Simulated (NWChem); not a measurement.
Molecule: AlHOCl₂; SMILES [OH][Al]([Cl])[Cl]

```xyz
5

Al     0.3510     0.0077     0.0000
Cl    -0.6805    -1.8236     0.0000
Cl    -0.7077     1.8125     0.0000
O      2.0524     0.0974     0.0000
H      2.6167    -0.6920     0.0000
```
Atoms are numbered in this order, from 1.

All runs: NWChem. The geometry was optimised at PBE-D3(BJ)/def2-SVP.

Problem. Estimate the computed values for PBE0/def2-SVP. Quantities: highest occupied level (eV); orbital gap (eV); dipole (D).

Solution. 
```json
{
  "highest occupied level (eV)": "-9.12",
  "orbital gap (eV)": "8.21",
  "dipole (D)": "1.90"
}
```
